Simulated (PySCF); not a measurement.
Structure problem from calculated spectra and properties.

Formula: C9H12Si.

| Item | Value |
| --- | --- |
| Triplet | lowest triplet excitation (Tamm–Dancoff): 4.00 eV [TDA PBE0/def2-SVPD] |
| Polarisability | 128.7 au [PBE0/def2-SVPD] |
| NMR, other nuclei | isotropic shieldings of nuclei other than C and H, by class: 381 (1 Si) ppm [GIAO PBE0/pcSseg-1] |
| 13C NMR | chemical shifts (computed TMS as zero) by class: 158.5 (1 C), 134.3 (2 C), 131.9 (2 C), 131.4 (1 C), 44.4 (1 C), 18.6 (2 C) ppm [GIAO PBE0/pcSseg-1] |
| 1H NMR | chemical shifts (computed TMS as zero) by class: 7.45 (2 H), 7.45 (2 H), 7.30 (1 H), 5.21 (1 H), 5.03 (1 H), 3.58 (1 H), 1.94 (2 H), 1.24 (2 H) ppm [GIAO PBE0/pcSseg-1] |
| UV, first state | lowest singlet excitation: 5.35 eV (232 nm, f = 0.003) [TDDFT PBE0/def2-SVPD] |
| Rotational structure | rotational constants A, B, C: 3.009, 0.656, 0.603 GHz [PBE0-D3(BJ)/def2-SVP] |

Electronic properties: PySCF, gas phase, density fitting. Levels stand in brackets. One conformer (not necessarily the lowest) at the PBE0-D3(BJ)/def2-SVP geometry, without solvent, vibrations or thermal averaging. Each NMR value is the plain mean over a class of atoms that symmetry, rotation or inversion makes alike.

Task: Give a SMILES that accounts for the data.

Result: Numbering: `[cH:1]1[cH:2][cH:3][c:4]([CH:5]2[CH2:6][SiH2:7][CH2:8]2)[cH:9][cH:10]1`. Its formula, C9H12Si, gives 5 degrees of unsaturation: 2 rings and 3 π bonds in the structure found (Kekulé form). 9 carbons fall into 6 classes; from least to most shielded: substituted aromatic carbon [C4] (158.5 ppm), aromatic CH carbon [C2/C10] (134.3 ppm, 2 C), aromatic CH carbon [C3/C9] (131.9 ppm, 2 C), aromatic CH carbon [C1] (131.4 ppm), benzylic-type carbon [C5] (44.4 ppm), ring sp3 carbon bound to silicon [C6/C8] (18.6 ppm, 2 C). Hydrogen classes from least to most shielded: 2 H on the meta carbons, C2/C10 (7.45 ppm), 2 H on the ortho carbons, C3/C9 (7.45 ppm, a mean of values up to 0.6 ppm apart in this geometry), 1 H on the para carbon, C1 (7.30 ppm), 1 H on an SiH2 silicon, Si7 (5.21 ppm), 1 H on an SiH2 silicon, Si7 (5.03 ppm), 1 H on a benzylic-type carbon, C5 (3.58 ppm), 2 H on 2 like atoms (sp3 carbon bound to silicon), C6/C8 (1.94 ppm), 2 H on 2 like atoms (sp3 carbon bound to silicon), C6/C8 (1.24 ppm). The other shieldings belong to: 381 ppm, SiH2 silicon [Si7]. The optimised geometry has point group Cs and is an asymmetric top. Structure: `C1=CC=C(C2C[SiH2]C2)C=C1`. The assignments are read from this structure; whether some other isomer fits the data as well wasn't checked.

Conformer computed: `[cH:1]1[cH:2][cH:3][c:4]([CH:5]2[CH2:6][SiH2:7][CH2:8]2)[cH:9][cH:10]1`: C3–C4–C5–C6 58°.
